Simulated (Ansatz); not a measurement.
A run for Ansatz (a program for electronic structure): R-CCSD(T)/aug-cc-pV(T+d)Z on HCl (SMILES Cl) with ghost functions. Files ending in .json are basis or fitting sets from the Basis Set Exchange.

Ansatz 0.2 input:
```yaml
crystal:
  periodic: [false, false, false]
  atoms:
    - {symbol: Cl, position_ang: [-0.15233745, -0.05620710, 0.44346865]}
    - {symbol: H, position_ang: [0.14962411, 0.49239252, 1.58775990]}
basis:
  gaussian:
    orbitals: aug-cc-pV_T+d_Z.json
    ghost_atoms:
      - {symbol: C, position_ang: [-0.33707380, 0.01202596, 3.99942125]}
      - {symbol: O, position_ang: [0.28124162, 0.85624366, 3.40316569]}
      - {symbol: H, position_ang: [-0.40205382, 0.02138265, 5.10027760]}
      - {symbol: H, position_ang: [-0.86219234, -0.80265068, 3.47155992]}
magnetization: {spin_polarized: false}
correlation: {method: ccsd_t, electrons: outside_noble_gas}
scf: {lower_state_search: off}
```

The head of its log:

```
WARN ansatz: RAYON_NUM_THREADS=1 ignored (pool sized by the plan → 1); use --threads N
Functional definition: HF
these checks for a lower state are left out or cut short: stability, starts, cluster_reference, orbital_swaps, neighbouring_geometries, increment
integrals: 1.04 GiB planned
1260 factors; integrals over basis functions are off by at most 1.1e-3 eV
mean field: 0.54 GiB planned
mean field evaluation 1: about -12519.7584 eV, gradient 1.0e1 eV
mean field evaluation 2: about -12519.7590 eV, gradient 1.0e1 eV
mean field evaluation 4: about -12520.1626 eV, gradient 1.1e0 eV
mean field evaluation 8: about -12520.1713 eV, gradient 2.2e-5 eV
mean field -12520.17128979 eV, -460.1078084227 hartree, gradient 6.2e-7 eV, S^2 0.000000; 0 other end points of the search recorded, 0 dependent functions left out
5 core orbitals not correlated
reference -12520.17128979 eV, -460.1078084227 hartree; 4, 4 occupied and 207, 207 virtual orbitals, 1260 factors
```

Question: What total energy does the run end on?

Answer: -460.3458 hartree (reference determinant -460.1078, T1 diagnostic 0.006).
